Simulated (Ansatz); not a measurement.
`[OH][Zr]([OH])([OH])[Cl]` + CH₄ → `[CH3][Zr]([OH])([OH])[OH]` + HCl  (formal exchange of groups at a Zr–Cl bond)

Computed with Ansatz on PBE0-D4/def2-TZVP structures; ΔE is electronic, products minus reactants. CCSD(T)/CBS adds triple-zeta CCSD(T) − MP2 to the extrapolated MP2 energy (def2 sets, frozen cores). This one scheme is used for every species. DFT in def2-TZVPP. def2 core potentials past Kr. For Zr outer-core shells are correlated without core-valence functions, which leaves a few kJ/mol of doubt a bond. One conformer a species, not always the lowest.

CCSD(T)/CBS gives +214.7 kJ/mol.

(1) Another level gave +215.3 kJ/mol. Which?
A. PBE-QIDH/def2-TZVPP
B. RPA@PBE/def2-TZVPP
C. BHLYP-D4/def2-TZVPP
D. CCSD/def2-TZVPP

Largest T1 diagnostic among the species: 0.016.

Results:

(1) D. CCSD/def2-TZVPP 215.3, BHLYP-D4 227.8, PBE-QIDH 223.0, RPA@PBE/def2-TZVPP 208.2 kJ/mol.

In def2-TZVPP, CCSD(T) changes the Hartree–Fock value by −22.8 kJ/mol (the triples alone add −0.3 kJ/mol) and MP2 by −17.2 kJ/mol. At CCSD(T), def2-SVP lies +11.8 kJ/mol from the extrapolated value and def2-TZVPP +0.3 kJ/mol.
